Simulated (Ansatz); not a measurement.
Cost and result for the atomization energy of `OC1=[CH][InH][NH]1` (9 atoms, 9 bonds).

```tsv
atom	x (Å)	y (Å)	z (Å)
O1	0.1497	1.1301	-1.6113
C2	0.1482	0.3613	-0.5063
C3	1.0598	0.5198	0.5085
In4	0.0855	-0.8826	1.6424
N5	-0.7735	-0.6465	-0.3753
H6	-0.4088	0.7018	-2.2694
H7	1.9508	1.1247	0.4741
H8	-0.5114	-1.8962	2.8491
H9	-1.7004	-0.4124	-0.7119
```

Charge 0, multiplicity 1. Correlated methods include outer-core shells of In, which these sets cover unevenly. In takes the def2 core potential. Geometry: relaxed with PBE0-D4/def2-TZVP. It is one conformer, not always the lowest. Program: Ansatz. All runs use 4 threads of an AMD EPYC 7B13 on a shared host. Times are those of one run each, without the atoms' runs, and a repeat can differ threefold. Electronic energies, without spin–orbit coupling; frozen cores. CCSD(T)/CBS adds CCSD(T) − MP2 in def2-TZVPP to the MP2 limit, and its time is that of the two runs behind it. T1 = 0.016. With those shells the extrapolation isn't a true limit. B3LYP takes the VWN-RPA correlation (the form of Gaussian; ORCA's B3LYP/G).

CCSD(T)/CBS is a level of theory with its own doubt, some kJ/mol a heavy atom from the limit and from the frozen cores, so smaller differences don't rank the functionals.

```json
{"level": "PBE-D4/def2-TZVPP (with forces)", "functions": "230", "wall time": "2.2 s", "atomization (kcal/mol)": "803.6", "difference from CCSD(T)/CBS": "30.5", "per bond": "3.4"}
{"level": "PBE0-D4/def2-TZVPP", "functions": "230", "wall time": "2.6 s", "atomization (kcal/mol)": "777.4", "difference from CCSD(T)/CBS": "4.3", "per bond": "0.5"}
{"level": "r2SCAN-D4/def2-TZVPP (with forces)", "functions": "230", "wall time": "3.7 s", "atomization (kcal/mol)": "775.7", "difference from CCSD(T)/CBS": "2.6", "per bond": "0.3"}
{"level": "B3LYP-D4/def2-TZVPP (with forces)", "functions": "230", "wall time": "4.1 s", "atomization (kcal/mol)": "767.7", "difference from CCSD(T)/CBS": "-5.4", "per bond": "-0.6"}
{"level": "B2PLYP/def2-TZVPP", "functions": "230", "wall time": "5.5 s", "atomization (kcal/mol)": "760.8", "difference from CCSD(T)/CBS": "-12.3", "per bond": "-1.4"}
{"level": "ωB97X-V/def2-TZVPP", "functions": "230", "wall time": "6.5 s", "atomization (kcal/mol)": "775.3", "difference from CCSD(T)/CBS": "2.2", "per bond": "0.2"}
{"level": "ωB97M-V/def2-TZVPP (with forces)", "functions": "230", "wall time": "9 s", "atomization (kcal/mol)": "775.1", "difference from CCSD(T)/CBS": "2.0", "per bond": "0.2"}
{"level": "MP2/def2-QZVPP", "functions": "430", "wall time": "26 s", "atomization (kcal/mol)": "784.6", "difference from CCSD(T)/CBS": "11.5", "per bond": "1.3"}
{"level": "CCSD(T)/def2-TZVPP", "functions": "230", "wall time": "2.3 min", "atomization (kcal/mol)": "747.2", "difference from CCSD(T)/CBS": "-25.9", "per bond": "-2.9"}
{"level": "CCSD(T)/CBS(def2)", "functions": "–", "wall time": "2.8 min", "atomization (kcal/mol)": "773.1", "difference from CCSD(T)/CBS": "0.0", "per bond": "0.0"}
```

The D4 term adds +7.5 kcal/mol with B3LYP and +3.9 kcal/mol with PBE0; it sums over pairs of atoms, weighted by their polarisabilities, and B3LYP, whose exchange is more repulsive, gets the larger term. In def2-TZVPP, CCSD(T) changes the Hartree–Fock value by +250.4 kcal/mol (the triples alone add +19.4 kcal/mol) and MP2 by +272.3 kcal/mol; breaking electron pairs costs correlation energy, which Hartree–Fock lacks. From PBE to PBE0 (25 % exact exchange), in def2-TZVPP and without D4, the atomization energy moves by −25.4 kcal/mol: exact exchange takes away binding that semilocal exchange gives to molecules.

Spin–orbit coupling would lower the free In atoms strongly, and the atomization energy with them, by more than many differences here.
